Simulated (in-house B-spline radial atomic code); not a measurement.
Inner levels of iodine as electrons are removed. A shift is the extra binding of the orbital against the neutral atom ([Kr] 4d10 5s2 5p5). The density at the nucleus is averaged over the nuclear charge. Computed with an all-electron radial atomic-structure program (B-spline basis): Dirac-Hartree-Fock, average of the configuration, finite nuclei.

| ion | configuration | shift of 3p1/2 (eV) | shift of 2p3/2 (eV) | shift of 2s1/2 (eV) | radius of 3p1/2 (bohr) | radius of 2p3/2 (bohr) | radius of 2s1/2 (bohr) | Σ<r²> (bohr²) | change of density at nucleus (bohr⁻³) |
| --- | --- | --- | --- | --- | --- | --- | --- | --- | --- |
| I26+ | [Ar] 3d9 | 824.16 | 894.67 | 891.09 | 0.29515 | 0.10386 | 0.11629 | 1.7584 | -756.45 |
| I27+ | [Ar] 3d8 | 899.04 | 991.8 | 987.83 | 0.29273 | 0.10375 | 0.1162 | 1.636 | -637.37 |
| I28+ | [Ar] 3d7 | 975.22 | 1091.1 | 1086.7 | 0.29033 | 0.10365 | 0.1161 | 1.5193 | -514.03 |
| I29+ | [Ar] 3d6 | 1052.69 | 1192.55 | 1187.68 | 0.28795 | 0.10353 | 0.116 | 1.4081 | -386.38 |
| I30+ | [Ar] 3d5 | 1131.44 | 1296.15 | 1290.75 | 0.2856 | 0.10341 | 0.1159 | 1.3019 | -254.45 |
| I31+ | [Ar] 3d4 | 1211.47 | 1401.89 | 1395.89 | 0.28327 | 0.10329 | 0.11579 | 1.2005 | -118.22 |
| I32+ | [Ar] 3d3 | 1292.77 | 1509.74 | 1503.09 | 0.28097 | 0.10316 | 0.11567 | 1.1036 | 22.348 |
| I33+ | [Ar] 3d2 | 1375.33 | 1619.69 | 1612.34 | 0.27869 | 0.10302 | 0.11555 | 1.011 | 167.21 |
| I34+ | [Ar] 3d1 | 1459.15 | 1731.74 | 1723.62 | 0.27644 | 0.10287 | 0.11542 | 0.92229 | 316.44 |
| I35+ | [Ne] 3s2 3p6 | 1544.23 | 1845.88 | 1836.92 | 0.27422 | 0.10272 | 0.11529 | 0.83737 | 469.99 |
| I36+ | [Ne] 3s2 3p5 | 1627.11 | 1953.21 | 1943 | 0.27218 | 0.10271 | 0.11515 | 0.73806 | 617.83 |
| I37+ | [Ne] 3s2 3p4 | 1710.89 | 2061.96 | 2050.42 | 0.27029 | 0.10257 | 0.115 | 0.64153 | 768.37 |
| I38+ | [Ne] 3s2 3p3 | 1795.58 | 2172.1 | 2159.17 | 0.26842 | 0.10242 | 0.11484 | 0.54768 | 921.6 |
